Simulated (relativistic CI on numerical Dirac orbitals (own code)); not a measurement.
## Magnetism of Nb⁺, 4d4, in a crystal field

Calculated by Dirac-Coulomb-Breit CI, orbitals from a KLI potential per configuration, model QED, one configuration in a parametric crystal field, unscaled Slater integrals (own radial code). With so little scaling, terms lie 10 to 35 % too far apart, which can change the order of excited levels.

Field parameters in Wybourne normalisation: D4h B²₀ = −7Ds, B⁴₀ = 21(Dq − Dt), B⁴₄ = 21√(5/14) Dq. The field is a parameter set, without covalency.

S is read from ⟨S²⟩ = S(S + 1).

Powder χT (cm³ K mol⁻¹) by Van Vleck's formula, with temperature-independent terms:

```csv
Field,2 K,5 K,10 K,20 K,50 K,100 K,200 K,300 K
"D4h, 10Dq = 12900, Ds = -1500, Dt = 720 cm⁻¹",0.275,0.687,1.32,2.01,2.49,2.67,2.76,2.8
"D4h, 10Dq = 12900, Ds = 3000, Dt = 720 cm⁻¹",2.02,2.23,2.51,2.75,2.88,2.91,2.93,2.94
"D4h, 10Dq = 12900, Ds = 2590, Dt = 720 cm⁻¹",2.01,2.22,2.5,2.75,2.88,2.91,2.93,2.94
"D4h, 10Dq = 12900, Ds = 2180, Dt = 720 cm⁻¹",2.01,2.22,2.5,2.75,2.88,2.91,2.92,2.93
"D4h, 10Dq = 12900, Ds = 1770, Dt = 720 cm⁻¹",2.01,2.21,2.49,2.74,2.88,2.91,2.92,2.93
"D4h, 10Dq = 12900, Ds = 1360, Dt = 720 cm⁻¹",2.01,2.21,2.48,2.73,2.87,2.9,2.92,2.93
"D4h, 10Dq = 12900, Ds = 950, Dt = 720 cm⁻¹",2,2.2,2.47,2.73,2.87,2.9,2.92,2.93
"D4h, 10Dq = 12900, Ds = 550, Dt = 720 cm⁻¹",2,2.19,2.46,2.72,2.86,2.9,2.91,2.92
```

For D4h, 10Dq = 12900, Ds = 550, Dt = 720 cm⁻¹: what effective moment follows at 300 K?

μ_eff = √(8χT) = 4.84 μB. The ground level has S = 2.00; the spin-only moment for S = 2 is 4.90 μB. The difference comes from the orbital moment, spin-orbit mixing of terms and temperature-independent paramagnetism, all larger in this ionic model than in covalent complexes.
